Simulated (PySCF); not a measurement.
## Spin–orbit doublets of 2p levels

Compound: SiH(OAc)3, C6H10O6Si.
Geometry (PBE0-D3(BJ)/def2-SVP, Å), atoms numbered from 1 in this order:
```xyz
23
C6H10O6Si angstrom
Si     0.0043    0.0066    0.5266
H      0.0282   -0.0270    1.9899
O      1.5271    0.1287   -0.1895
C      2.3544    1.0955    0.2523
C      3.7090    1.0218   -0.3746
O      1.9937    1.9058    1.0657
H      4.3369    1.8399   -0.0061
H      3.6130    1.0736   -1.4689
H      4.1677    0.0509   -0.1360
O     -0.8713    1.2936   -0.1260
C     -2.1329    1.4694    0.3114
C     -2.7873    2.6706   -0.2904
O     -2.6338    0.7107    1.1006
H     -3.8112    2.7671    0.0865
H     -2.7896    2.5768   -1.3862
H     -2.2016    3.5683   -0.0442
O     -0.6776   -1.3584   -0.1943
C     -0.2236   -2.5653    0.1940
C     -0.9625   -3.6922   -0.4523
O      0.6826   -2.6710    0.9795
H     -0.5491   -4.6506   -0.1206
H     -0.8896   -3.6005   -1.5458
H     -2.0295   -3.6247   -0.1935
```

Method: PySCF 2.14.0, delta-SCF UKS SCAN, pcX-2 on the ionised atom, pcseg-1 elsewhere, spin-free X2C. Each binding energy is the total energy of the core-ionised species, with the hole localised on one atom, minus that of the ground state; both are solved self-consistently, so orbital relaxation is included. The 2p values add to the ΔSCF energy of one spin-free hole a correction within the shell (spin–orbit coupling, ligand field). The splitting includes the ligand field, and 2p3/2 is the mean of two sublevels.

```json
{"atom": "Si1", "mean of the 2p shell (eV)": "109.146", "splitting (eV)": "0.628"}
```

**Question.** Where do the two lines of each doublet lie?

**Answer.** 2p3/2 = mean − splitting/3 and 2p1/2 = mean + 2 × splitting/3:

| atom | environment | 2p3/2 (eV) | 2p1/2 (eV) |
| --- | --- | --- | --- |
| Si1 | silicon bonded to 3 O and H | 108.94 | 109.56 |

**Question.** What are the 1s binding energies of the same atoms?

**Answer.** Si1 1849.14 eV.

**Question.** Which Kα1 and Kα2 emission energies and wavelengths follow?

**Answer.** The photon carries the difference of the 1s-hole and 2p-hole states, both at the ground state's geometry; λ = 12398.42 eV Å/E.

```csv
atom,Kα1 (eV),Kα2 (eV),λ(Kα1) (Å),λ(Kα2) (Å)
Si1,1740.20,1739.58,7.1247,7.1272
```

**Question.** And the 1s levels of the other atoms?

**Answer.** C5/C12/C19 (carbon bonded to C and 3 H) 291.50 eV; C4/C11/C18 (carbon bonded to C and 2 O) 294.90 eV; O6/O13/O20 (oxygen bonded to C) 537.94 eV; O3/O10/O17 (oxygen bonded to C and Si) 539.13 eV.

Topologically equivalent atoms share the value of their first member; where this conformer doesn't relate them by symmetry, their own values could differ. The unrestricted hole states depart most from a pure doublet (⟨S²⟩ = 0.75; over 0.85 named) for C 1s of C4/C11/C18 (0.94), which makes this value less certain. Isolated species at its PBE0-D3(BJ)/def2-SVP geometry (one conformer only).

The run took 3.3 min wall, 8.7 min CPU on 2 threads of an Intel Xeon Platinum 8175M at 2.50 GHz, shared host with 32 logical CPUs at a one-minute load of 32, and the process peaked at 1.4 GiB of memory.
